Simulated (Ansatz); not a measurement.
Species: SnH, charge 1, multiplicity 1. 
Geometry from a B3LYP-D3(BJ)/def2-TZVP (Ansatz, a first-principles code) optimisation:
SMILES: [SnH+]
```xyz
2

Sn     0.0000     0.0000    -0.0346
H      0.0000     0.0000     1.7324
```
Charge +1, spin multiplicity 1.

Quantity: vertical electron affinity (to the doublet state of charge +0; a negative value means that the extra electron is unbound and the number depends on the basis; each state is the SCF solution reached for its spin), in eV. Cores are frozen in the correlated levels unless marked. UHF or UKS for open shells. Spin-orbit coupling is left out. Frozen are the shells of the preceding noble gas and the d and f shells that filled before the atom's block. In def2 rows, elements after Kr have scalar-relativistic effective core potentials. CBS(X,Y): correlation extrapolated as X^-3; Hartree-Fock from the larger set.

```csv
level,program,vertical electron affinity (eV)
SVWN5/def2-TZVPD,Ansatz,7.30
PBE/def2-TZVPD,Ansatz,7.15
B3LYP/def2-TZVPD,Ansatz,7.21
wB97M-V/def2-TZVPD,Ansatz,7.14
CCSD/def2-SVPD,Ansatz,6.93
CCSD(T)/def2-QZVPPD,Ansatz,7.08
"CCSD(T)/CBS(def2-TZVPPD,def2-QZVPPD)",Ansatz,7.11
```
